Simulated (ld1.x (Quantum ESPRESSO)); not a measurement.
# An all-electron radial function and its pseudo partner (platinum)

Columns: radius, all-electron u(r) and pseudo u(r) of the 5d shell (level -14.59 eV) of platinum in the configuration [Xe] 4f14 5d9 6s0 6p0; LDA (PZ), scalar-relativistic, TM scheme, ld1.x (Quantum ESPRESSO) 7.5.

| r (bohr) | all-electron | pseudo |
| --- | --- | --- |
| 0.152 | 0.1813 | 0.0078 |
| 0.305 | -0.3606 | 0.0588 |
| 0.458 | -0.2822 | 0.1751 |
| 0.610 | 0.0957 | 0.3453 |
| 0.762 | 0.4463 | 0.5331 |
| 0.915 | 0.6809 | 0.6956 |
| 1.068 | 0.8039 | 0.8013 |
| 1.220 | 0.8464 | 0.8443 |
| 1.372 | 0.8383 | 0.8380 |
| 1.525 | 0.8005 | 0.8004 |
| 1.678 | 0.7469 | 0.7469 |
| 1.830 | 0.6867 | 0.6867 |
| 1.982 | 0.6249 | 0.6249 |
| 2.135 | 0.5641 | 0.5641 |
| 2.288 | 0.5063 | 0.5063 |
| 2.440 | 0.4528 | 0.4528 |
| 2.592 | 0.4036 | 0.4036 |
| 2.745 | 0.3584 | 0.3584 |
| 2.898 | 0.3175 | 0.3175 |
| 3.050 | 0.2808 | 0.2808 |
| 3.202 | 0.2480 | 0.2480 |
| 3.355 | 0.2184 | 0.2184 |
| 3.508 | 0.1921 | 0.1921 |
| 3.660 | 0.1689 | 0.1689 |
| 3.812 | 0.1482 | 0.1482 |
| 3.965 | 0.1299 | 0.1299 |

How many radial nodes do the two functions have?

The all-electron 5d function has n − l − 1 = 2; the pseudo-wave has 0, since the states of the same l below it are removed with the core.

At about which radius was the pseudo-wave matched?

1.65 bohr. The columns agree to 0.0005 from 1.37 bohr on; several derivatives are matched, so the curves merge somewhat inside the radius.

Where does each function peak?

Outermost all-electron maximum near 1.22 bohr, pseudo maximum near 1.22 bohr (to the table’s step).

Is the pseudo-wave norm-conserving?

Yes: the TM scheme keeps the norm inside the radius equal to the all-electron one, which fixes the energy derivative of the logarithmic derivative at the level.
